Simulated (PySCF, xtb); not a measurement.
Be(Br)(SMe) (CH3BeBrS), SMILES C[S][Be][Br]. Other conformers were not sampled.

Harmonic wavenumbers (cm⁻¹) from GFN2-xTB in xtb at its own minimum, in rising order: 60, 65, 185, 224, 315, 708, 939, 963, 975, 1317, 1442, 1454, 3043, 3053, 3055.

Q: What does PBE0-D3(BJ)/def2-SVP in PySCF give at its own minimum? (An estimate is asked for; the answer gives what the named calculation found.)

A: 64, 85, 219, 283, 335, 716, 958, 973, 1039, 1337, 1453, 1457, 3077, 3194, 3195. Paired by order, the mean absolute difference is 39 cm⁻¹ and the zero-point energies are 25.4 and 26.3 kcal/mol.
